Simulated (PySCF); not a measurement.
**Ru²⁺ (ruthenium, charge +2) across methods**

[Kr] 4d5 5p1, high-spin 7P determinant (an excited configuration). Computed with PySCF 2.14 in ANO-RCC-VTZP (7s6p4d2f1g, 68 functions), with the spin-free X2C one-electron Hamiltonian (Gaussian nucleus).

| method | E (hartree) | mean ε 4p β (eV) | mean ε 4d α (eV) | mean ε 5p α (eV) | Σ⟨r²⟩ (bohr²) | ⟨S²⟩ |
| --- | --- | --- | --- | --- | --- | --- |
| B3LYP | -4529.00 | -71.425 | -31.631 | -16.523 | 38.36 | 12.000 |
| LDA | -4523.87 | -69.500 | -30.222 | -16.225 | 38.19 | 12.000 |
| B97-3 | -4528.64 | -72.219 | -32.132 | -16.563 | 38.38 | 12.000 |
| BLYP | -4529.10 | -69.121 | -29.801 | -15.859 | 38.34 | 12.000 |
| PBE | -4528.56 | -69.167 | -30.180 | -16.054 | 38.25 | 12.000 |
| r2SCAN | -4528.97 | -69.930 | -30.744 | -16.127 | 38.23 | 12.001 |
| PBE0 | -4528.64 | -71.811 | -32.243 | -16.677 | 38.31 | 12.000 |
| UHF | -4526.76032 | -78.192 | -37.586 | -18.126 | 38.99 | 12.001 |
